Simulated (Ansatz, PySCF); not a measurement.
System: C4H5N (charge 0, singlet). 
Coordinates optimised at B3LYP-D3(BJ)/def2-TZVP (Ansatz, a quantum-chemistry and plane-wave program):
```xyz
10

C     -2.1869     0.0014    -0.0997
C     -1.0155     0.1347     0.5022
C      0.1869    -0.7208     0.1919
C      1.3507     0.0760    -0.1935
N      2.2591     0.7158    -0.4883
H     -3.0292     0.6267     0.1648
H     -2.3480    -0.7354    -0.8782
H     -0.8741     0.8865     1.2709
H     -0.0398    -1.4231    -0.6129
H      0.4670    -1.3137     1.0688
```
Charge 0, spin multiplicity 1.

Dipole moments at this geometry, in debye (magnitudes).

```tsv
level	program	dipole (D)
SVWN5/def2-TZVPD	Ansatz	4.03
PBE/def2-TZVPD	Ansatz	3.95
revPBE/def2-TZVPD	Ansatz	3.93
PBE0/def2-TZVPD	Ansatz	4.03
M06-2X/def2-TZVPD	PySCF	4.03
CCSD(T)/aug-cc-pVDZ	Ansatz	?
```

**Question.** What belongs in the gaps?

**Answer.** 
- CCSD(T)/aug-cc-pVDZ, dipole (D): 3.88
